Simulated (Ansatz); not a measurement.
Geometry optimisation, DFT PBE, scalar-relativistic, plane waves, PAW (Ansatz 0.2.0).

Input file:

```yaml
crystal:
  lattice:
    - [7.676693, 0.0, 0.0]
    - [0.0, 7.676693, 0.0]
    - [0.0, 0.0, 7.676693]
  atoms:
    - { symbol: "N", position: [0.8671369, 0.8039428, 0.6492855] }
    - { symbol: "N", position: [0.9127871, 0.7408934, 0.7742157] }
    - { symbol: "N", position: [0.276131, 0.5060915, 0.5940898] }
    - { symbol: "N", position: [0.3861115, 0.5042731, 0.6919043] }
    - { symbol: "N", position: [0.5498651, 0.8893383, 0.2165437] }
    - { symbol: "N", position: [0.5475789, 0.8928837, 0.0694079] }
    - { symbol: "N", position: [0.6575901, 0.2791778, 0.7822186] }
    - { symbol: "N", position: [0.6390415, 0.2011367, 0.6587996] }
    - { symbol: "N", position: [0.1401342, 0.8556187, 0.2569068] }
    - { symbol: "N", position: [0.1574477, 0.8545898, 0.110736] }
    - { symbol: "N", position: [0.8542385, 0.526281, 1.0345096] }
    - { symbol: "N", position: [0.7281332, 0.5428268, 0.9604123] }
basis:
  ecutwfc: 420.0
kpoints:
  mp_grid: { grid: [1, 1, 1] }
hamiltonian:
  xc: pbe
scf:
  occupations: { method: fermi_dirac, width: 0.05 }
  lower_state_search: "off"
relax:
  f_tol: 0.3
  max_steps: 15
  adjacent_minimum: "off"
```

Run as:

```bash
$ ansatz run input.yaml --threads 1 --pin off --max-ram 3072MiB --backend cpu --events-out ev --progress --plain --runs-dir out
```

Q: Where does it end, and by what steps?

A: The run converged. The force dipped under the threshold on the way, but the program's further checks kept it going. Limits of this set-up: coarse k mesh. After 11 steps the energy has fallen by 1.007 eV; N12 moved furthest, 1.27 Å.

```csv
step,energy less start (eV),largest force component (eV/Å),accepted
0,0.0000,3.633,yes
1,-0.6691,1.493,yes
2,-0.8166,2.006,yes
3,-0.9026,0.929,yes
4,-0.9443,0.348,yes
5,-0.9506,1.763,yes
6,-0.9890,0.095,yes
7,-0.9890,0.096,yes
8,-0.9700,2.360,no
9,-0.9928,0.711,yes
10,-0.9995,0.441,yes
11,-1.0074,0.008,yes
```

```xyz
12
Lattice="7.6767 0.0000 0.0000 0.0000 7.6767 0.0000 0.0000 0.0000 7.6767" Properties=species:S:1:pos:R:3
N 6.322 6.039 4.788
N 6.817 5.528 5.630
N 2.032 4.026 4.562
N 2.892 4.510 5.052
N 4.314 6.908 1.507
N 4.737 7.448 0.644
N 5.550 1.852 5.295
N 5.006 1.699 4.349
N 0.789 6.516 2.046
N 0.739 6.951 1.035
N 6.681 3.231 8.773
N 5.681 3.612 8.512
```

Time of the run: 24 s on 1 thread of Intel(R) Xeon(R) Platinum 8488C (Sapphire Rapids) (shared host), peak memory 0.47 GiB.
